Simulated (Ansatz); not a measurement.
`N[SiH]([SiH3])BF` and `N[SiH2]BF` differ in one atom or group.

Ansatz, PBE0-D4/def2-TZVP geometries, multiplicity 1. Each molecule was computed in one conformer, which needn't be the lowest.

```csv
property,`N[SiH]([SiH3])BF`
size of the dipole moment (ωB97M-V/def2-TZVPP) / D,1.00
LUMO energy (PBE0/def2-TZVPP) / eV,-1.71
HOMO energy (PBE/def2-TZVPP) / eV,-5.79
HOMO energy (B3LYP/def2-TZVPP) / eV,-6.81
LUMO energy (B3LYP/def2-TZVPP) / eV,-1.91
size of the dipole moment (PBE/def2-TZVPP) / D,1.12
```

**Question.** What does the change do to each property? (Estimate.)

**Answer.** Computed: 
```
                                          property  `N[SiH2]BF`  shift
size of the dipole moment (ωB97M-V/def2-TZVPP) / D         1.89   0.89
                LUMO energy (PBE0/def2-TZVPP) / eV        -1.57   0.14
                 HOMO energy (PBE/def2-TZVPP) / eV        -5.97  -0.18
               HOMO energy (B3LYP/def2-TZVPP) / eV        -7.15  -0.34
               LUMO energy (B3LYP/def2-TZVPP) / eV        -1.79   0.12
    size of the dipole moment (PBE/def2-TZVPP) / D         1.80   0.68
```

With PBE0 the HOMO falls by 0.36 eV and the LUMO rises by 0.14 eV, so the gap widens by about 0.50 eV. PBE moves the HOMO by -0.18 eV and ωB97M-V by -0.55 eV. Dipoles are sizes alone; their direction can turn.

B3LYP here is the variant with VWN-RPA as its local correlation; programs differ in this.
